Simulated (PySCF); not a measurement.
**Charge-transfer reorganisation: `C(/C=C(/C=C)F)=S`, C5H5FS**

Molfile (atoms numbered from 1):
```
C5H5FS
     RDKit          3D

 12 11  0  0  0  0  0  0  0  0999 V2000
   -2.4029   -0.5742   -0.0168 C   0  0  0  0  0  0  0  0  0  0  0  0
   -1.2697   -0.1268   -0.5538 C   0  0  0  0  0  0  0  0  0  0  0  0
   -0.0176   -0.0657    0.1661 C   0  0  0  0  0  0  0  0  0  0  0  0
   -0.0768   -0.5037    1.4232 F   0  0  0  0  0  0  0  0  0  0  0  0
    1.1508    0.3843   -0.3234 C   0  0  0  0  0  0  0  0  0  0  0  0
    2.3638    0.4261    0.4415 C   0  0  0  0  0  0  0  0  0  0  0  0
    3.7947    0.9685   -0.1161 S   0  0  0  0  0  0  0  0  0  0  0  0
   -3.3184   -0.5991   -0.5955 H   0  0  0  0  0  0  0  0  0  0  0  0
   -2.4413   -0.9234    1.0083 H   0  0  0  0  0  0  0  0  0  0  0  0
   -1.2340    0.2220   -1.5799 H   0  0  0  0  0  0  0  0  0  0  0  0
    1.1741    0.7344   -1.3479 H   0  0  0  0  0  0  0  0  0  0  0  0
    2.2833    0.0637    1.4663 H   0  0  0  0  0  0  0  0  0  0  0  0
  1  2  2  0
  2  3  1  0
  3  4  1  0
  3  5  2  0
  5  6  1  0
  6  7  2  0
  1  8  1  0
  1  9  1  0
  2 10  1  0
  5 11  1  0
  6 12  1  0
M  END
```

Method: PySCF 2.14.0, UKS BHandHLYP/cc-pVDZ four-point reorganisation energy, gas phase. Geometry: BHandHLYP/cc-pVDZ.

What is the inner reorganisation energy for electron transfer, with the electron affinity?

λ = 0.275 (surface of the reduced species) + 0.297 (surface of the starting species) = 0.572 eV. The electron affinity is 0.89 eV vertical and 1.16 eV adiabatic without zero-point energy; at the relaxed geometry of the reduced species the two energies differ by 1.46 eV. Largest bond changes: C6–S7 1.629 → 1.703 Å, C5–C6 1.435 → 1.384 Å, C3–C5 1.344 → 1.393 Å, C2–C3 1.446 → 1.401 Å, C1–C2 1.331 → 1.365 Å. ⟨S²⟩ of the relaxed reduced species 0.819.

The highest occupied orbital of the reduced species is unbound in this basis, so its energies are rough.
